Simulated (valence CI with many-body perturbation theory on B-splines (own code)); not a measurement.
Forbidden lines of Mo²⁷⁺

Level of theory: valence CI with perturbative core correlation (CI+MBPT): five valence electrons over a frozen Dirac-Fock core [Ne], radial functions for each j: 9 s, 9 p, 8 d, 6 f, 3 g, 1 h, with the one-electron correlation potential Σ1, the two-electron term Σ2, the three-electron term Σ3, Breit, model QED; selected CI, second order for the rest (own B-spline code, finite nucleus).

No measured spectrum was set against this ion. As an estimate, large intervals hold to a few tenths of a per cent, small ones and those within an open d or f shell to about a per cent. Among the levels kept, up to 490 cm⁻¹ of a level comes from second order outside the variational space, and about a tenth of that is noise between levels of different J, which matters for small intervals.

Lines 1 to 15 of 15 in falling wavelength, among levels below 204.82 eV, chosen from the decays that carry over 1 % of a level's rate. Wavelengths and rates use the calculated energies. Electric multipoles are in the length gauge, E1 and E2 with the static RPA response of the core. Weak lines are less certain than strong ones. Lines between different terms over intervals too small for the method are left out, as are lines whose strength nearly cancels. Branching is blank where the lifetime is uncertain.

Names give the largest LS component (configuration and term), which can be under half, so a name can repeat, a term be missing and a line seem to break the LS rules; names also repeat where a configuration has a term twice.

```tsv
λ vac (nm)	Upper	Lower	Type	A (s⁻¹)	Branch %
227.7	3s2 3p3 2D°_5/2	3s2 3p3 2D°_3/2	M1	4.92e+02	3.0
192.3	3s2 3p2 3d 4F_9/2	3s2 3p2 3d 4F_7/2	M1	2.65e+03	
91.04	3s2 3p2 3d 2G_9/2	3s2 3p2 3d 2G_7/2	M1	1.46e+04	11.7
64.37	3s2 3p3 2P°_3/2	3s2 3p3 2P°_1/2	M1	2.04e+04	7.2
63.74	3s2 3p3 2D°_3/2	3s2 3p3 4S°_3/2	M1	8.32e+04	100.0
52.39	3s2 3p2 3d 2G_9/2	3s2 3p2 3d 4F_9/2	M1	5.32e+04	42.4
49.80	3s2 3p3 2D°_5/2	3s2 3p3 4S°_3/2	M1	1.58e+04	96.0
47.01	3s2 3p3 2P°_3/2	3s2 3p3 2D°_5/2	M1	4.43e+04	15.6
43.67	3s2 3p2 3d 2G_9/2	3s2 3p2 3d 4D_7/2	M1	2.43e+04	19.4
41.18	3s2 3p2 3d 2G_9/2	3s2 3p2 3d 4F_7/2	M1	3.22e+04	25.7
38.96	3s2 3p3 2P°_3/2	3s2 3p3 2D°_3/2	M1	2.11e+05	74.4
38.73	3s2 3p3 2P°_1/2	3s2 3p3 4S°_3/2	M1	1.07e+05	98.8
25.81	3s2 3p2 3d 4F_9/2	3s 3p4 4P_5/2	E2	1.93e+02	
24.18	3s2 3p3 2P°_3/2	3s2 3p3 4S°_3/2	M1	7.44e+03	2.6
11.01	3s2 3p2 3d 4F_9/2	3s2 3p3 2D°_5/2	M2	5.74e+02
```
